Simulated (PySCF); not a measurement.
Gas-phase reaction: GaH3.NH3 ⇌ GaH3 + NH3

Energies from PySCF, thermal terms from the rigid-rotor harmonic-oscillator model, ideal gas at 1 bar. † marks an energy on the PBE0/def2-TZVP geometry and frequencies; other levels use their own. 6-31G* has spherical d functions here. All species are closed-shell singlets. B3LYP is the form with VWN-RPA correlation. Ga: all electrons, no relativistic terms. Adducts (GaH3.NH3) have no counterpoise correction, and HF, PBE, BLYP, B3LYP and PBE0 lack dispersion. GaH3.NH3, GaH3: computed as isolated molecules; such fragments, hydroxides, amides, oligomers or adducts are transient or little studied in the gas.

ωB97M-V/def2-TZVP† gives ΔH°(298 K) = 91 kJ.

What do PBE0/def2-SVP†, B3LYP/6-31G*, PBE0/def2-TZVP give?

PBE0/def2-SVP†: 110 kJ; B3LYP/6-31G*: 97 kJ; PBE0/def2-TZVP: 89 kJ. For scale, ΔH°(298 K) is 91 kJ at this level, 92 kJ at ωB97X-V/def2-TZVP†, and runs from 69 to 120 kJ over the 20 levels computed.
